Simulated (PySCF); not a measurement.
Excitation energy of Ti²⁺ by level of theory

Ti²⁺ [Ar] 3d2 (3F) → Ti²⁺ [Ar] 3d1 4p1 (high-spin determinant), as a difference of total energies. Computed with PySCF 2.14 in dyall-av2z, with the non-relativistic Hamiltonian (point nucleus). Correlated levels: valence: [Ar] frozen; virtual orbitals above 40 to 60 times the deepest correlated orbital energy dropped. The calculations carry no spin-orbit coupling.

```json
{"method": "UHF", "excitation energy (eV)": "9.441"}
{"method": "LDA", "excitation energy (eV)": "9.728"}
{"method": "PBE", "excitation energy (eV)": "9.654"}
{"method": "PBE0", "excitation energy (eV)": "9.763"}
{"method": "r2SCAN", "excitation energy (eV)": "9.965"}
{"method": "B3LYP", "excitation energy (eV)": "9.739"}
{"method": "wB97X-V", "excitation energy (eV)": "9.898"}
{"method": "TPSS", "excitation energy (eV)": "9.868"}
{"method": "PW91", "excitation energy (eV)": "9.719"}
{"method": "MP2 (valence)", "excitation energy (eV)": "9.504"}
{"method": "SCS-MP2 (valence)", "excitation energy (eV)": "9.462"}
```

Problem. How much does correlation contribute at MP2 (valence)?

Solution. 9.504 − (9.441) = 0.063 eV, measured against UHF.

A first-order spin-orbit estimate (lowest level to lowest level, LS coupling) adds -0.015 eV.

The determinant of the upper state mixes LS terms, which raises its energy above the lowest term, most at the Hartree-Fock and MP2 levels.
